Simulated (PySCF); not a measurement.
Atomic charges by several schemes

Compound: C₄H₁₂N₂Si₂.
Structure used (GFN2-xTB), in Å, numbered top down from 1:
```xyz
20
C4H12N2Si2 angstrom
C     -3.678   -0.270   -0.445
Si    -1.880    0.258   -0.702
N     -1.010   -0.465    0.593
C      0.365   -0.206    0.950
C      1.244   -0.027   -0.277
Si     3.068    0.213    0.186
C      4.027    0.380   -1.409
N      4.629    0.480   -2.378
H     -3.776   -1.350   -0.405
H     -4.292    0.085   -1.265
H     -4.093    0.136    0.473
H     -1.801    1.732   -0.734
H     -1.365   -0.265   -1.974
H     -1.547   -0.765    1.394
H      0.446    0.692    1.584
H      0.734   -1.054    1.541
H      0.882    0.832   -0.844
H      1.119   -0.898   -0.923
H      3.629   -0.951    0.879
H      3.294    1.453    0.934
```

Density: PBE0/pcSseg-1 (PySCF); schemes: Mulliken, IAO, Hirshfeld and ESP-fitted. Geometry: GFN2-xTB, one conformer, isolated molecule.

Tabulate the Mulliken, IAO, Hirshfeld and ESP-fitted charges.

In e:

```json
{"atom": "C1", "environment": "Si-methyl carbon", "Mulliken": "-0.644", "IAO": "-0.721", "Hirshfeld": "-0.213", "ESP-fitted": "-0.698"}
{"atom": "Si2", "environment": "SiH2 silicon", "Mulliken": "+0.730", "IAO": "+0.891", "Hirshfeld": "+0.365", "ESP-fitted": "+0.822"}
{"atom": "N3", "environment": "silicon-bound nitrogen", "Mulliken": "-0.679", "IAO": "-0.685", "Hirshfeld": "-0.245", "ESP-fitted": "-0.839"}
{"atom": "C4", "environment": "sp3 carbon bound to nitrogen", "Mulliken": "+0.018", "IAO": "-0.127", "Hirshfeld": "-0.022", "ESP-fitted": "+0.278"}
{"atom": "C5", "environment": "sp3 carbon bound to silicon", "Mulliken": "-0.597", "IAO": "-0.537", "Hirshfeld": "-0.151", "ESP-fitted": "-0.249"}
{"atom": "Si6", "environment": "SiH2 silicon", "Mulliken": "+0.715", "IAO": "+0.764", "Hirshfeld": "+0.398", "ESP-fitted": "+0.267"}
{"atom": "C7", "environment": "cyano carbon", "Mulliken": "-0.196", "IAO": "-0.152", "Hirshfeld": "-0.033", "ESP-fitted": "+0.215"}
{"atom": "N8", "environment": "cyano nitrogen", "Mulliken": "-0.204", "IAO": "-0.196", "Hirshfeld": "-0.201", "ESP-fitted": "-0.403"}
{"atom": "H9", "environment": "methyl hydrogen", "Mulliken": "+0.139", "IAO": "+0.158", "Hirshfeld": "+0.044", "ESP-fitted": "+0.169"}
{"atom": "H10", "environment": "methyl hydrogen", "Mulliken": "+0.141", "IAO": "+0.160", "Hirshfeld": "+0.045", "ESP-fitted": "+0.166"}
{"atom": "H11", "environment": "methyl hydrogen", "Mulliken": "+0.135", "IAO": "+0.153", "Hirshfeld": "+0.042", "ESP-fitted": "+0.165"}
{"atom": "H12", "environment": "Si–H hydrogen", "Mulliken": "-0.118", "IAO": "-0.169", "Hirshfeld": "-0.097", "ESP-fitted": "-0.186"}
{"atom": "H13", "environment": "Si–H hydrogen", "Mulliken": "-0.106", "IAO": "-0.152", "Hirshfeld": "-0.089", "ESP-fitted": "-0.181"}
{"atom": "H14", "environment": "N–H hydrogen", "Mulliken": "+0.194", "IAO": "+0.257", "Hirshfeld": "+0.115", "ESP-fitted": "+0.351"}
{"atom": "H15", "environment": "methylene hydrogen", "Mulliken": "+0.111", "IAO": "+0.112", "Hirshfeld": "+0.028", "ESP-fitted": "-0.002"}
{"atom": "H16", "environment": "methylene hydrogen", "Mulliken": "+0.115", "IAO": "+0.130", "Hirshfeld": "+0.038", "ESP-fitted": "+0.018"}
{"atom": "H17", "environment": "methylene hydrogen", "Mulliken": "+0.184", "IAO": "+0.154", "Hirshfeld": "+0.046", "ESP-fitted": "+0.089"}
{"atom": "H18", "environment": "methylene hydrogen", "Mulliken": "+0.172", "IAO": "+0.164", "Hirshfeld": "+0.048", "ESP-fitted": "+0.111"}
{"atom": "H19", "environment": "Si–H hydrogen", "Mulliken": "-0.054", "IAO": "-0.102", "Hirshfeld": "-0.059", "ESP-fitted": "-0.047"}
{"atom": "H20", "environment": "Si–H hydrogen", "Mulliken": "-0.054", "IAO": "-0.102", "Hirshfeld": "-0.060", "ESP-fitted": "-0.046"}
```

Mean size of the charges over all atoms: IAO 0.294 e, Mulliken 0.265 e, ESP-fitted 0.265 e, Hirshfeld 0.117 e. Each set sums to the total charge, 0, to within 0.001 e. The Mulliken scheme gives each basis function's population to the atom it is centred on and halves the overlap population of two atoms between them. The ESP scheme is a least-squares fit of atom-centred charges to the potential on four shells outside the van der Waals surface, with the total charge fixed.

Lowest charge. The schemes don't all agree: Mulliken N3 (-0.679); IAO C1 (-0.721); Hirshfeld N3 (-0.245); ESP-fitted N3 (-0.839).

Highest charge. The schemes don't all agree: Mulliken Si2 (+0.730); IAO Si2 (+0.891); Hirshfeld Si6 (+0.398); ESP-fitted Si2 (+0.822).

How many electrons does the ESP-fitted scheme count on N8?

Z − q = 7 − (-0.403) = 7.403.

Sum the charges by element.

| element | atoms | Mulliken | IAO | Hirshfeld | ESP-fitted |
| --- | --- | --- | --- | --- | --- |
| C | 4 | -1.419 | -1.537 | -0.418 | -0.454 |
| Si | 2 | +1.445 | +1.655 | +0.764 | +1.089 |
| N | 2 | -0.883 | -0.880 | -0.447 | -1.242 |
| H | 12 | +0.857 | +0.762 | +0.101 | +0.607 |

How closely do the schemes follow one another over all atoms?

Correlation coefficient and root-mean-square difference: Mulliken with IAO 0.99, 0.062 e; IAO with Hirshfeld 0.96, 0.240 e; Mulliken with Hirshfeld 0.94, 0.214 e; IAO with ESP-fitted 0.87, 0.194 e; Mulliken with ESP-fitted 0.86, 0.188 e; Hirshfeld with ESP-fitted 0.85, 0.239 e.
